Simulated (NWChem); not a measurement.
System: C$_{2}$H$_{5}$FOSi; SMILES F[Si@H]1CCO1

Output (shortened):

```
             Northwest Computational Chemistry Package (NWChem) 7.3.0
             --------------------------------------------------------

                             Geometry "geometry" -> ""
                             -------------------------

 Output coordinates in angstroms (scale by  1.889725989 to convert to a.u.)

  No.       Tag          Charge          X              Y              Z
 ---- ---------------- ---------- -------------- -------------- --------------
    1 F                    9.0000     0.03208500    -1.81468800    -0.55195600
    2 Si                  14.0000     0.02433900    -0.53513200     0.44170100
    3 C                    6.0000     1.13772600     0.88391700    -0.04989000
    4 C                    6.0000    -0.21199000     1.59313200    -0.31660900
    5 O                    8.0000    -1.16576600     0.57996900     0.06981100
    6 H                    1.0000    -0.03308900    -1.10546800     1.80943500
    7 H                    1.0000     1.74506800     1.34194300     0.74349900
    8 H                    1.0000     1.76249800     0.72915900    -0.94053400
    9 H                    1.0000    -0.36079900     1.86628900    -1.37424800
   10 H                    1.0000    -0.35821900     2.49610400     0.29796800

 Effective nuclear repulsion energy (a.u.)     244.8229195683

                              NWChem Property Module
                              ----------------------

  itol2e modified to match energy
  convergence criterion.

                                 NWChem DFT Module
                                 -----------------

 Summary of "ao basis" -> "ao basis" (spherical)
 ------------------------------------------------------------------------------
       Tag                 Description            Shells   Functions and Types
 ---------------- ------------------------------  ------  ---------------------
 F                          pcsseg-1                 7       17   3s3p1d
 Si                         pcsseg-1                10       24   4s5p1d
 C                          pcsseg-1                 7       17   3s3p1d
 O                          pcsseg-1                 7       17   3s3p1d
 H                          pcsseg-1                 3        5   2s1p

  itol2e modified to match energy
  convergence criterion.

[...]

          -----------------------------------------
          Chemical Shielding Tensors (GIAO, in ppm)
          -----------------------------------------

                                NWChem CPHF Module
                                ------------------

  scftype          =     RHF
  nclosed          =       24
  nopen            =        0
  variables        =     2232
  # of vectors     =        3
  tolerance        = 0.10D-03
  level shift      = 0.00D+00
  max iterations   =       50
  max subspace     =       30

 SCF residual:    5.1561465511984140E-005

Iterative solution of linear equations
  No. of variables     2232
  No. of equations        3
  Maximum subspace       30
        Iterations       50
       Convergence  1.0D-04

   iter   nsub   residual    time
   ----  ------  --------  ---------
     1      3    2.28D-05      67.5

      Atom:    1  F
        Diamagnetic
    464.3892     -0.3902      0.1656
     -0.3902    482.6013     13.8785
      0.1656     13.8785    471.7379

        Paramagnetic
   -166.4147    -38.8939     25.3796
    -38.8939   -219.3719     43.8386
     25.3796     43.8386   -240.8187

        Total Shielding Tensor
    297.9744    -39.2841     25.5452
    -39.2841    263.2294     57.7171
     25.5452     57.7171    230.9192

           isotropic =     264.0410
          anisotropy =      92.2958

          Principal Components and Axis System
                 1           2           3
              325.5716    295.0184    171.5331

      1         0.7389      0.5856     -0.3334
      2        -0.6453      0.4724     -0.6004
      3        -0.1941      0.6587      0.7269

      Atom:    2  Si
        Diamagnetic
    879.6636     -0.8236      0.2841
     -0.8236    885.8216      0.8926
      0.2841      0.8926    877.6720

        Paramagnetic
   -584.5820      7.7731     -5.8692
      7.7731   -594.1191    -14.5550
     -5.8692    -14.5550   -568.4351

        Total Shielding Tensor
    295.0816      6.9495     -5.5851
      6.9495    291.7026    -13.6625
     -5.5851    -13.6625    309.2369

           isotropic =     298.6737
          anisotropy =      31.2633

          Principal Components and Axis System
                 1           2           3
              319.5159    293.4386    283.0666

      1        -0.3231      0.8897     -0.3226
      2        -0.4811      0.1391      0.8656
      3         0.8150      0.4349      0.3830

      Atom:    3  C
        Diamagnetic
    258.5706     -1.3475      0.8133
     -1.3475    254.4117     -3.1516
      0.8133     -3.1516    245.6104

        Paramagnetic
    -91.7610     -5.2183      0.3889
     -5.2183    -81.3745    -12.8807
      0.3889    -12.8807   -118.4240

        Total Shielding Tensor
    166.8096     -6.5658      1.2022
     -6.5658    173.0372    -16.0323
      1.2022    -16.0323    127.1864

           isotropic =     155.6777
          anisotropy =      38.2070

          Principal Components and Axis System
                 1           2           3
              181.1491    163.7630    122.1211

      1        -0.4196      0.9075      0.0188
      2         0.8675      0.3949      0.3025
      3        -0.2671     -0.1432      0.9530

      Atom:    4  C
        Diamagnetic
    254.9317      2.9901     -1.3491
      2.9901    250.0269     -3.8201
     -1.3491     -3.8201    240.0880

        Paramagnetic
   -130.8511     33.4168    -10.8235
     33.4168   -136.7476    -14.8797
    -10.8235    -14.8797   -151.2516

[...]
```

Level: LDA (Slater exchange, VWN5)/pcSseg-1, GIAO. Coordinates come from a PBE0/def2-SVP optimisation. The printed shielding anisotropy is the first printed principal value minus the mean of the other two.

Problem. Reconstruct the input file.

Solution. This is not unique; one that fits is the input that was run:
```
start job
memory heap 200 mb stack 900 mb global 1100 mb
geometry units angstroms noautosym nocenter noautoz
  F      0.032085    -1.814688    -0.551956
  Si     0.024339    -0.535132     0.441701
  C      1.137726     0.883917    -0.049890
  C     -0.211990     1.593132    -0.316609
  O     -1.165766     0.579969     0.069811
  H     -0.033089    -1.105468     1.809435
  H      1.745068     1.341943     0.743499
  H      1.762498     0.729159    -0.940534
  H     -0.360799     1.866289    -1.374248
  H     -0.358219     2.496104     0.297968
end
basis spherical
  F library pcsseg-1
  Si library pcsseg-1
  C library pcsseg-1
  O library pcsseg-1
  H library pcsseg-1
end
dft
  xc slater vwn_5
  iterations 150
end
property
  shielding
end
task dft property
```
